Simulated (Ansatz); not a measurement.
Reaction (SMILES): O[Si](F)(F)F → F[Si](F)F + [OH] (HO) (the O-Si bond at the site shown breaks; other sites are not compared here)
Geometries: B3LYP-D3(BJ)/def2-TZVP minima from Ansatz (a first-principles code), one conformer each, not searched for the lowest.

Quantity: bond dissociation energy (electronic energy difference), in kJ/mol. Valence correlation only, unless marked. Open shells are spin-unrestricted. Spin-orbit coupling is left out. Non-relativistic. CBS(X,Y): correlation extrapolated as X^-3; Hartree-Fock from the larger set. The bracket is a focal-point correction in the basis named.

```csv
level,program,bond dissociation energy (kJ/mol)
SVWN5/def2-TZVPD,Ansatz,(withheld)
revPBE/def2-TZVPD,Ansatz,533.8
PBE0-D3(BJ)/def2-TZVP,Ansatz + dftd3,573.7
PBE0/def2-TZVP,Ansatz,570.9
PBE0/def2-TZVPD,Ansatz,(withheld)
"RI-MP2/CBS(cc-pV(T+d)Z,cc-pV(Q+d)Z)+[CCSD(T)-MP2]/cc-pV(T+d)Z",Ansatz,606.2
```

Question: Some entries are withheld; supply them.

Answer: 
- SVWN5/def2-TZVPD, bond dissociation energy (kJ/mol): 656.0
- PBE0/def2-TZVPD, bond dissociation energy (kJ/mol): 566.6
